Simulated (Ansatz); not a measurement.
Ansatz (a quantum-chemistry and plane-wave program) input (B3LYP-D3(BJ)/def2-TZVP):

Ansatz 0.2 input:
```yaml
crystal:
  periodic: [false, false, false]
  atoms:
    - {symbol: N, position_ang: [-0.52719535, 0.16167693, -0.16203376]}
    - {symbol: C, position_ang: [0.94487339, 0.38449955, -0.20957636]}
    - {symbol: O, position_ang: [1.56106035, -0.71642159, -0.08410390]}
    - {symbol: H, position_ang: [-0.86827670, -0.74586652, 0.18076236]}
    - {symbol: H, position_ang: [-1.07041379, 0.92801171, 0.22459677]}
basis:
  gaussian:
    orbitals: def2-TZVP
hamiltonian:
  xc: b3lyp
  dispersion: d3bj
total_charge: -1
relax: {f_tol: 0.002, max_steps: 150}
```

End of the output:

```
these checks for a lower state are left out or cut short: starts, cluster_reference, orbital_swaps, neighbouring_geometries, increment
integrals: 0.02 GiB planned
574 factors; their error is unknown
mean field: 0.25 GiB planned
mean field -4607.65397832 eV, -169.3281605232 hartree, gradient 9.7e-6 eV, S^2 0.000000; 0 other end points of the search recorded, 0 dependent functions left out
the calculation of the forces begins
reference -4607.65416638 eV, -169.3281674341 hartree; 12, 12 occupied and 93, 93 virtual orbitals, 574 factors
relax step   9: F+E_penalty+E_count = -4607.74749686 eV  Δ(F+E_penalty+E_count) = -3.568e-5 eV  max|allowed force component| = 2.506e-3 eV/Å  Δτ_max = 0.0013 Å  (34 SCF iters, accepted)
these checks for a lower state are left out or cut short: starts, cluster_reference, orbital_swaps, neighbouring_geometries, increment
integrals: 0.02 GiB planned
574 factors; their error is unknown
mean field: 0.25 GiB planned
mean field -4607.65397681 eV, -169.3281604676 hartree, gradient 9.7e-6 eV, S^2 0.000000; 0 other end points of the search recorded, 0 dependent functions left out
the calculation of the forces begins
reference -4607.65416486 eV, -169.3281673785 hartree; 12, 12 occupied and 93, 93 virtual orbitals, 574 factors
relax step  10: F+E_penalty+E_count = -4607.74749746 eV  Δ(F+E_penalty+E_count) = -5.976e-7 eV  max|allowed force component| = 8.572e-4 eV/Å  Δτ_max = 0.0002 Å  (34 SCF iters, accepted)
integrals: 0.02 GiB planned
574 factors; their error is unknown
mean field: 0.25 GiB planned
mean field evaluation 96: about -4607.6540 eV, gradient 5.2e-2 eV
mean field -4607.65397681 eV, -169.3281604676 hartree, gradient 9.7e-6 eV, S^2 0.000000; 1 other end points of the search recorded, 0 dependent functions left out
the calculation of the forces begins
reference -4607.65416486 eV, -169.3281673785 hartree; 12, 12 occupied and 93, 93 virtual orbitals, 574 factors
Total energy: -4607.74768552 eV, -169.3316041992 hartree
Atom 0 at    -0.527134     0.160892    -0.173479 Å, force    -0.000052    -0.000027    -0.000857 eV/Å
Atom 1 at     0.906152     0.363124    -0.166784 Å, force     0.000151     0.000688    -0.000212 eV/Å
Atom 2 at     1.539199    -0.701113    -0.107541 Å, force     0.000244    -0.000564     0.000268 eV/Å
Atom 3 at    -0.830852    -0.753469     0.193562 Å, force    -0.000109    -0.000636     0.000244 eV/Å
Atom 4 at    -1.047318     0.942465     0.203887 Å, force    -0.000235     0.000538     0.000556 eV/Å
Dipole moment:    -0.564806    -0.114623     0.191448 e Å
```

It need not be the lowest isomer of its formula. Whether it binds its extra electron was not tested at this geometry.
